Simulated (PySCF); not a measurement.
## A survey of ³³S NMR shifts

- geometry: GFN2-xTB
- GIAO PBE0/pcSseg-1 shieldings
- run in PySCF 2.14.0 with density-fitted response routines
- isolated molecule, relativity neglected, fast rotation and ring inversion assumed for equivalent nuclei, one conformer

Shieldings were converted by a linear fit to measured shifts: ³³S: δ = 158.28 − 0.937σ (rms 33.3 ppm, 20 shifts vs sulfate, solution or neat liquid). Occasional misses reach two or three times the rms, and more in compound classes unlike the fitted ones.

Q: Give the ³³S shifts of `CC(=O)[C@@H]1C[C@]1([SiH3])S[SiH3]`.

A: 
| compound | environment | δ (ppm) |
| --- | --- | --- |
| CC(=O)[C@@H]1C[C@]1([SiH3])S[SiH3] | sulfur bonded to C, Si | -453 |

Q: Match the shifts 22, -57, -262, -450 ppm to `[SiH3]O[C@@H]1C[C@@]12C[C@H]2S[SiH3]`, `O=C[C@H]1CC[S@@](=O)CC1`, `CC[C@H]1C=CCS1(=O)=O`, `P[SiH2][C@H]1CSC[SiH2]1`.

A: 22: CC[C@H]1C=CCS1(=O)=O (sulfone sulfur); -57: O=C[C@H]1CC[S@@](=O)CC1 (sulfoxide sulfur); -262: P[SiH2][C@H]1CSC[SiH2]1 (sulfide sulfur); -450: [SiH3]O[C@@H]1C[C@@]12C[C@H]2S[SiH3] (sulfur bonded to C, Si).
